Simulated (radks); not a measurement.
The numbers below are computed, except where a source is named.
Problem. The mean radii <r> (bohr) of the occupied orbitals of an atom or ion are listed with their occupations. Level of theory: scalar-relativistic Kohn-Sham, LB94 model potential, spin-polarised, spherical densities, finite nucleus; Fermi nuclear charge, rms radius of each element as measured or else 0.836 A^(1/3) + 0.57 fm (a radial shooting solver on a logarithmic mesh with Libxc functionals).

| orbital | occ. | <r> |
|---|---|---|
| 1s down | 1 | 0.01832 |
| 1s up | 1 | 0.01832 |
| 2s down | 1 | 0.07744 |
| 2s up | 1 | 0.07744 |
| 2p down | 3 | 0.06929 |
| 2p up | 3 | 0.06929 |
| 3s up | 1 | 0.2007 |
| 3s down | 1 | 0.2006 |
| 3p up | 3 | 0.2008 |
| 3p down | 3 | 0.2007 |
| 3d up | 5 | 0.1818 |
| 3d down | 5 | 0.1817 |
| 4s up | 1 | 0.4457 |
| 4s down | 1 | 0.4459 |
| 4p up | 3 | 0.4716 |
| 4p down | 3 | 0.4719 |
| 4d up | 5 | 0.4966 |
| 4d down | 5 | 0.4971 |
| 4f up | 7 | 0.5237 |
| 4f down | 4 | 0.5247 |

Name the element and its charge. Open shells, if any, are filled with parallel spins first.

Solution. Z = 74, tungsten, charge +17: W17+ in [Kr] 4d10 4f11. The 1s radius gives Z: for a bare nucleus <r> = (2 gamma + 1)/(2Z) with gamma = sqrt(1 - (Z/c)^2), 0.01813 bohr for Z = 74, and screening makes it slightly larger (0.01832 here). The occupations add up to 57, and the charge is Z minus that.
